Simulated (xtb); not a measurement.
Cl$_{2}$Cu (SMILES [Cl][Cu][Cl]), doublet, from a rough starting geometry (GFN-xTB shapes and energies of metal compounds can be far from the true ones); GFN2-xTB run with xtb.

Input for xtb:
```
$ xtb mol.xyz --gfn 2 --uhf 1 --opt vtight --json

# file mol.xyz
3

Cu     0.00702522     0.00933610     0.02382431
Cl     1.46704620     0.39011286    -1.36974684
Cl    -1.40542508    -0.35759508     1.37127167
```

What does xtb print? Leave out banner, timings and long lists.


```
   ID    Z sym.   atoms
    1   29 Cu     1
    2   17 Cl     2, 3

           -------------------------------------------------
          |                Calculation Setup                |
           -------------------------------------------------

           -------------------------------------------------
          |                 G F N 2 - x T B                 |
           -------------------------------------------------

          ...................................................
          :                      SETUP                      :
          :.................................................:
          :  # basis functions                  30          :
          :  # atomic orbitals                  27          :
          :  # shells                            9          :
          :  # electrons                        25          :
          :  max. iterations                   250          :
          :  Hamiltonian                  GFN2-xTB          :
          :  restarted?                      false          :
          :  GBSA solvation                  false          :
          :  PC potential                    false          :
          :  electronic temp.          300.0000000     K    :
          :  accuracy                    1.0000000          :
          :  -> integral cutoff          0.2500000E+02      :
          :  -> integral neglect         0.1000000E-07      :
          :  -> SCF convergence          0.1000000E-05 Eh   :
          :  -> wf. convergence          0.1000000E-03 e    :
          :  Broyden damping             0.4000000          :
          :  net charge                          0          :
          :  unpaired electrons                  1          :
          ...................................................

 iter      E             dE          RMSdq      gap      omega  full diag
   1    -12.9846943 -0.129847E+02  0.587E+00    9.02       0.0  T
   2    -13.0070810 -0.223867E-01  0.403E+00    8.76       1.0  T
   3    -13.0132117 -0.613076E-02  0.291E+00    9.01       1.0  T
   4    -13.0178465 -0.463473E-02  0.223E+00    9.06       1.0  T
   5    -13.0204524 -0.260589E-02  0.107E+00    9.14       1.0  T
   6    -13.0220969 -0.164449E-02  0.621E-01    9.10       1.0  T
   7    -13.0219559  0.140941E-03  0.476E-01    9.15       1.0  T
   8    -13.0223450 -0.389058E-03  0.146E-01    9.14       1.0  T
   9    -13.0223777 -0.327097E-04  0.643E-02    9.14       1.0  T
  10    -13.0223837 -0.601373E-05  0.239E-02    9.14       2.4  T
  11    -13.0223849 -0.115895E-05  0.564E-03    9.14      10.2  T
  12    -13.0223849  0.279576E-08  0.520E-03    9.14      11.1  T
  13    -13.0223849 -0.127348E-07  0.477E-03    9.14      12.1  T
  14    -13.0223849 -0.390998E-07  0.142E-03    9.14      40.7  T
  15    -13.0223849 -0.326964E-08  0.211E-04    9.14     273.9  T
  16    -13.0223849 -0.818741E-10  0.286E-05    9.14    2020.7  T

   *** convergence criteria satisfied after 16 iterations ***

         :::::::::::::::::::::::::::::::::::::::::::::::::::::
         ::                     SUMMARY                     ::
         :::::::::::::::::::::::::::::::::::::::::::::::::::::
         :: total energy             -13.014392819542 Eh    ::
         :: gradient norm              0.017627047234 Eh/a0 ::
         :: HOMO-LUMO gap              9.143703062200 eV    ::
         ::.................................................::
         :: SCC energy               -13.022385004163 Eh    ::
         :: -> isotropic ES            0.030447430739 Eh    ::
         :: -> anisotropic ES          0.001268724051 Eh    ::
         :: -> anisotropic XC         -0.003918787131 Eh    ::
         :: -> dispersion             -0.001853187894 Eh    ::
         :: repulsion energy           0.007992184621 Eh    ::
         :: add. restraining           0.000000000000 Eh    ::
         :: total charge               0.000000000000 e     ::
[...]
 * total energy  :   -13.0143928 Eh     change       -0.1557865E-11 Eh
 * total energy  :   -13.0148060 Eh     change       -0.4131544E-03 Eh
 * total energy  :   -13.0148973 Eh     change       -0.9128508E-04 Eh
 * total energy  :   -13.0149012 Eh     change       -0.3984558E-05 Eh
 * total energy  :   -13.0149017 Eh     change       -0.4282385E-06 Eh
 * total energy  :   -13.0149017 Eh     change       -0.5387724E-08 Eh
   *** GEOMETRY OPTIMIZATION CONVERGED AFTER 6 ITERATIONS ***
         :: total energy             -13.014901677691 Eh    ::
[...]

         #    Occupation            Energy/Eh            Energy/eV
      -------------------------------------------------------------
         1        2.0000           -1.0816360             -29.4328
         2        2.0000           -1.0743126             -29.2335
         3        2.0000           -0.5074204             -13.8076
         4        2.0000           -0.4787257             -13.0268
         5        2.0000           -0.4787257             -13.0268
         6        2.0000           -0.4745343             -12.9127
         7        2.0000           -0.4627546             -12.5922
         8        2.0000           -0.4627546             -12.5922
         9        2.0000           -0.4593560             -12.4997
        10        2.0000           -0.4593560             -12.4997
        11        2.0000           -0.4538507             -12.3499
        12        1.5000           -0.4385816             -11.9344
        13        1.5000           -0.4385816             -11.9344 (HOMO)
        14                         -0.1022195              -2.7815 (LUMO)
        15                         -0.1022195              -2.7815
        16                         -0.0180322              -0.4907
        17                         -0.0011930              -0.0325
        18                          0.0029913               0.0814
        19                          0.0029913               0.0814
        20                          0.0032607               0.0887
        21                          0.0032607               0.0887
        22                          0.0087938               0.2393
        23                          0.0087938               0.2393
        24                          0.0119662               0.3256
       ...                                ...                  ...
        27                          0.5796503              15.7731
      -------------------------------------------------------------
                  HL-Gap            0.3363621 Eh            9.1529 eV
             Fermi-level           -0.3544911 Eh           -9.6462 eV

     #   Z          covCN         q      C6AA      α(0)
     1  29 Cu       1.604     0.481   141.719    27.107
     2  17 Cl       0.802    -0.240   106.652    15.798
     3  17 Cl       0.802    -0.240   106.652    15.798

 Mol. C6AA /au·bohr⁶  :       1034.623509
 Mol. C8AA /au·bohr⁸  :      56673.957281
 Mol. α(0) /au        :         58.703582

Wiberg/Mayer (AO) data.
largest (>0.10) Wiberg bond orders for each atom

 ---------------------------------------------------------------------------
     #   Z sym  total        # sym  WBO       # sym  WBO       # sym  WBO
 ---------------------------------------------------------------------------
     1  29 Cu   1.667 --     3 Cl   0.833     2 Cl   0.833
     2  17 Cl   0.932 --     1 Cu   0.833
     3  17 Cl   0.932 --     1 Cu   0.833
 ---------------------------------------------------------------------------

Topologies differ in total number of bonds
Writing topology from bond orders to xtbtopo.mol

molecular dipole:
                 x           y           z       tot (Debye)
 q only:       -0.000       0.000       0.000
   full:        0.000       0.000      -0.000       0.000
molecular quadrupole (traceless):
                xx          xy          yy          xz          yz          zz
 q only:       -1.836      -1.403       3.189       5.144       1.339      -1.354
  q+dip:       -2.782      -2.127       4.834       7.796       2.029      -2.052
   full:       -2.995      -2.289       5.204       8.393       2.185      -2.209

optimized geometry written to: xtbopt.xyz

           -------------------------------------------------
          | TOTAL ENERGY              -13.014901677691 Eh   |
          | GRADIENT NORM               0.000001595788 Eh/α |
          | HOMO-LUMO GAP               9.152879472456 eV   |
           -------------------------------------------------

normal termination of xtb
```
